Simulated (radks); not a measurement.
Results of a calculation; reference values are marked as such.
Charge is removed step by step from the 5p (averaged over the sub-levels emptied) level of the holmium ion Ho+, starting from [Xe] 4f11 6s1. Code: a radial shooting solver on a logarithmic mesh with Libxc functionals. Model: Dirac Kohn-Sham, PBE, spin-unpolarised, spherical densities, point nucleus; open shells are shared between the two j in proportion to 2j + 1.

removed (e),E - E(0) (eV),eigenvalue (eV),E minus straight line (eV)
0,0.000,-32.642,0.000
0.25,8.531,-35.619,-1.152
0.5,17.817,-38.681,-1.548
0.75,27.877,-41.816,-1.170
1,38.730,-45.017,0.000

Removing the whole electron costs 38.730 eV by Delta-SCF, against 32.642 eV from minus the eigenvalue at the starting occupation. Slater's transition state (half an electron removed) gives 38.681 eV. Integrating minus the eigenvalue over the occupation (Janak's theorem) gives 38.730 eV. The mean slope of the eigenvalue, de/dn, is 12.4 eV per electron.
